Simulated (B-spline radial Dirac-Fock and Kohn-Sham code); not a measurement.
# Gd⁴⁺: eigenvalues, ΔSCF and the reference

System: the Gd⁴⁺ ion in the configuration [Xe] 4f6.

The density-functional columns are spherical, spin-unpolarised Dirac-Kohn-Sham results without Breit or QED terms: −ε is minus the orbital energy of the initial state and ΔSCF the difference of two total energies. The reference in the last column comes from multi-electron Dirac-Fock with separately optimised hole states, Breit and Lamb-shift corrections added in first order. All numbers are from an atomic code on a B-spline grid, in eV; a selection of levels is shown. For the 1s level of heavy atoms much of the gap between ΔSCF and the reference is the Breit and QED part, -215.7 eV here; for other levels the error of the functional can be larger.

```csv
level,PBE −ε,PBE ΔSCF,LDA −ε,LDA ΔSCF,Dirac-Fock
K (1s),50088.3,50549.4,50041.2,50500.9,50298.1
L1 (2s),8305.4,8390.3,8299.1,8384.2,8443.9
L2 (2p1/2),7889.1,7996.5,7886.4,7993.9,7993.1
L3 (2p3/2),7193.3,7290.0,7191.5,7288.2,7305.5
M1 (3s),1878.4,1905.7,1876.6,1904.0,1950.0
M2 (3p1/2),1697.9,1726.7,1697.2,1726.2,1755.6
M3 (3p3/2),1555.2,1582.3,1554.7,1581.9,1612.2
M4 (3d3/2),1243.3,1274.9,1243.5,1275.1,1280.7
M5 (3d5/2),1212.2,1243.1,1212.4,1243.4,1250.3
N1 (4s),415.5,428.9,414.7,428.1,450.8
N2 (4p1/2),345.1,358.3,344.8,358.0,373.6
N3 (4p3/2),313.2,326.0,312.7,325.6,341.6
N4 (4d3/2),197.1,209.5,197.1,209.6,212.9
N5 (4d5/2),191.3,203.6,191.3,203.6,207.1
"N6,7 (4f)",53.53,64.42,53.90,64.80,61.23
O1 (5s),91.01,98.99,91.29,99.29,101.7
O2 (5p1/2),70.62,78.08,70.92,78.40,76.61
O3 (5p3/2),65.65,72.81,65.87,73.05,71.57
```

Q: Order the estimates of the K (1s) level by their distance from the Dirac-Fock value, nearest first.
A. PBE −ε
B. PBE ΔSCF
C. LDA ΔSCF
D. LDA −ε

A: C (202.8 eV), A (209.7 eV), B (251.3 eV), D (256.8 eV).

Values without a named source are computed, but for edge energies of neutral atoms, which are taken from tables.
